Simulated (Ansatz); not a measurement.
`O[SiH]([SiH3])[TeH]` + `[OH][GaH][F]` → `[F][GaH][O][SiH3]` + `O[SiH2][TeH]`  (cleavage of the Si–Si bond)

Calculated with Ansatz (gas phase, PBE0-D4/def2-TZVP geometries, no zero-point term in ΔE). CCSD(T)/CBS is the MP2 limit (def2-TZVPP, def2-QZVPP) plus CCSD(T) − MP2 in def2-TZVPP, frozen cores. Functionals use def2-TZVPP. Elements past krypton have def2 core potentials. For Ga, Te outer-core shells are correlated without core-valence functions, which leaves a few kJ/mol of doubt a bond. Scalar relativity is left out up to krypton. One conformer a species, not always the lowest.

`O[SiH]([SiH3])[TeH]`:

```xyz
10

O     1.863   -0.746    0.847
Si    0.372   -0.043    0.929
Si   -1.077   -0.727   -0.777
Te    0.440    2.457    0.833
H     2.460   -0.428    0.168
H    -0.135   -0.375    2.283
H    -0.579   -0.181   -2.070
H    -2.437   -0.189   -0.517
H    -1.146   -2.210   -0.882
H     0.239    2.442   -0.814
```

`[OH][GaH][F]`:

Z-matrix (Å, degrees):
```
Ga
O 1 1.771
F 1 1.746 2 111.1
H 1 1.545 2 128.8 3 180.0
H 2 0.959 1 114.5 3 -180.0
```

`[F][GaH][O][SiH3]`:

```xyz
8

F    -0.766    1.608   -1.771
Ga    0.100    1.788   -0.260
O     0.353    0.255    0.574
Si    0.010   -1.331    0.346
H     0.571    3.159    0.248
H     0.552   -2.089    1.503
H    -1.458   -1.552    0.265
H     0.639   -1.837   -0.904
```

`O[SiH2][TeH]`:

Z-matrix (Å, degrees):
```
Si
Te 1 2.499
O 1 1.643 2 113.5
H 1 1.478 2 108.1 3 116.6
H 1 1.485 2 106.3 3 -123.7
H 2 1.657 1 91.0 3 97.5
H 3 0.959 1 117.4 2 -44.3
```

```json
{"level": "LDA (SPW92)", "ΔE (eV)": "-0.77"}
{"level": "ωB97X-V", "ΔE (eV)": "-1.04"}
{"level": "HF/def2-SVP", "ΔE (eV)": "-1.37"}
{"level": "CCSD/def2-TZVPP", "ΔE (eV)": "-1.12"}
```

Task: What does CCSD(T)/CBS give? (Best estimate.)

Result: The calculation gave: -1.04 eV. The listed levels differ from it by 0.27, 0.00, -0.33, -0.08 eV.

Largest T1 diagnostic among the species: 0.015.

At CCSD(T), def2-SVP lies −0.03 eV from the extrapolated value and def2-TZVPP −0.03 eV. The D4 term adds +0.05 eV with B3LYP and +0.03 eV with PBE0; it sums over pairs of atoms, weighted by their polarisabilities, and B3LYP, whose exchange is more repulsive, gets the larger term. In def2-TZVPP, CCSD(T) changes the Hartree–Fock value by +0.36 eV (the triples alone add +0.05 eV) and MP2 by +0.30 eV.

B3LYP here is the variant with VWN-RPA as its local correlation; programs differ in this.
